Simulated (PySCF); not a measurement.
A structure optimised at PBE-D3(BJ)/def2-SVP, used in a PySCF frequency run:

```
Si
F 1 1.6364
O 1 1.6543 2 111.18
H 3 0.9748 1 113.55 2 -92.02
O 1 1.6637 2 109.04 3 -116.66
H 5 0.9731 1 115.56 2 -68.50
Se 1 2.2762 2 105.94 5 -124.19
H 7 1.4840 1 90.11 2 5.17
```
Charge 0, spin multiplicity 1.

Task: Write its SMILES and formula.

Result: O[Si](O)(F)[SeH], FH3O2SeSi

Task: What are its rotational constants (standard atomic weights)?

Result: 3.8210, 1.4325, 1.4004 GHz
